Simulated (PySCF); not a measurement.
**Spinor energies of Tm (thulium, neutral)**

Start: [Xe] 4f13 6s2; 4f5/2 filled at m_j = -3/2, -1/2, +1/2, +3/2, +5/2; 4f7/2 filled at m_j = -7/2, -5/2, -3/2, -1/2, +1/2, +3/2, +5/2, +7/2. Calculated with PySCF 2.14 in x2c-TZVPall-2c with one added diffuse shell each of s, p, d, f type (12s12p11d5f1g, 147 functions): generalised Hartree-Fock with the X2C-1e Hamiltonian and a Gaussian nucleus; one run each with spin-orbit coupling (SO) screened by Boettger's factors, then bare. This is a chosen level, not necessarily the ground level.

```
spinor shell  electrons  ε, screened SO (eV)  ε, bare SO (eV)  weight of nominal j (bare SO)  rms radius, bare SO (bohr)
       1s1/2          2             -59679.0         -59678.0                          1.000                      0.0227
       2s1/2          2             -10197.5         -10197.3                          1.000                      0.0917
       2p1/2          2              -9700.9          -9725.1                          1.000                      0.0781
       2p3/2          4              -8715.5          -8707.1                          1.000                      0.0852
       3s1/2          2              -2347.0          -2347.0                          1.000                       0.235
       3p1/2          2              -2128.2          -2133.4                          1.000                       0.226
       3p3/2          4              -1916.3          -1914.6                          1.000                       0.241
       3d3/2          4              -1547.2          -1552.0                          1.000                       0.214
       3d5/2          6              -1501.8          -1498.7                          1.000                       0.218
       4s1/2          2              -489.42          -489.46                          1.000                       0.530
       4p1/2          2              -399.46          -400.74                          1.000                       0.541
       4p3/2          4              -351.94          -351.56                          1.000                       0.574
       4d3/2          4              -202.79          -203.84                          0.996                       0.610
       4d5/2          6              -195.45          -194.86                          0.997                       0.625
       5s1/2          2              -64.705          -64.722                          1.000                        1.33
       5p1/2          2              -37.670          -37.815                          0.996                        1.51
       5p3/2          4              -31.728          -31.697                          0.998                        1.64
       4f5/2          5              -14.331          -14.939                          0.976                       0.872
       4f7/2          8              -13.250          -12.877                          0.985                       0.905
       6s1/2          2               -5.290           -5.291                          1.000                        4.58
```

```csv
quantity,screened SO,bare SO
E (hartree),-13569.19839,-13570.01129
M_J,5/2,5/2
⟨J²⟩,8.792,8.770
⟨L²⟩,12.107,12.119
⟨S²⟩,0.849,0.861
```

Each row is a mean over spinors that exchange with the open shell spreads, by up to 8.781 eV (4d3/2).

Breit and QED terms are absent; they matter most for the inner s and p1/2 levels.

Densities and radii are taken from the X2C orbitals without a picture-change correction, which distorts them close to the nucleus.
